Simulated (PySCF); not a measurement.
Question: What does the PBE0-D3(BJ)/def2-SVP structure of `NC[SiH2]O` look like in three dimensions?

Answer: 
```xyz
11
CH7NOSi angstrom
N     -1.095    0.876   -0.024
C     -0.688   -0.530   -0.084
Si     1.213   -0.523   -0.025
O      1.592    0.858   -0.870
H     -1.053    1.226    0.932
H     -2.056    1.003   -0.335
H     -1.165   -1.193    0.665
H     -0.968   -0.927   -1.074
H      1.803   -1.733   -0.669
H      1.691   -0.463    1.394
H      0.766    1.380   -0.886
```

Any rigid rotation of these coordinates is as good. Atoms count from 1 in this order. N1 (primary amine nitrogen) is pyramidal (angles 111.7°, 110.9° and 106.4°, sum 329.0°, 0.37 Å off the plane of its three neighbours). Si3 (oxygen-bound silicon) is distorted tetrahedral (angles from 102.4° to 112.3°). H11 on O4 lies 2.11 Å from N1, 4 bonds away (angle at H 128°; Bondi radii sum to 2.75 Å).

Bonds between heavy atoms (Å): N1–C2 1.465, C2–Si3 1.902, Si3–O4 1.663.

Method used: PBE0-D3(BJ)/def2-SVP geometry optimisation, gas phase in PySCF.

Point group: C1 (no symmetry element, even within 0.4 Å). No PBE0-D3(BJ)/def2-SVP frequencies stand behind this structure, so it isn't proved a minimum. The numbers are those of one conformer (H–N1–C2–Si3 -79° and 162°, N1–C2–Si3–O4 -35°, C2–Si3–O4–H 18°).
